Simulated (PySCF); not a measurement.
Species: C₃H₉BrGe.
Bonds: C1–Ge2, Ge2–C3, Ge2–C4, Ge2–Br5. Hydrogens: H6, H7, H8 on C1; H9, H10, H11 on C3; H12, H13, H14 on C4.

Computed, not measured: PBE0-D3(BJ)/def2-SVP geometry optimisation, gas phase (PySCF 2.14.0).

(1) List the bond lengths and angles at this level.

Results:

(1) 
| bond | length (bohr) |
| --- | --- |
| C1–Ge2, Ge2–C3, Ge2–C4 | 3.678 |
| Ge2–Br5 | 4.421 |
| C1–H6 and 8 like bonds | 2.078 |

Bonds in one row agree within 0.02 bohr and their mean is given. A selection of angles:
| angle | degrees |
| --- | --- |
| Ge2–C1–H6 | 110.1 |
| H6–C1–H7 | 108.8 |
| C1–Ge2–C3 | 113.0 |
| C1–Ge2–C4 | 112.3 |
| C1–Ge2–Br5 | 106.2 |
| C4–Ge2–Br5 | 106.6 |

Ge2 (germanium bonded to Br and 3 C) is distorted tetrahedral (angles from 105.6° to 113.0°). All 3 C–Ge bonds measure 1.946 to 1.947 Å.

No PBE0-D3(BJ)/def2-SVP frequencies stand behind this structure, so it isn't proved a minimum.
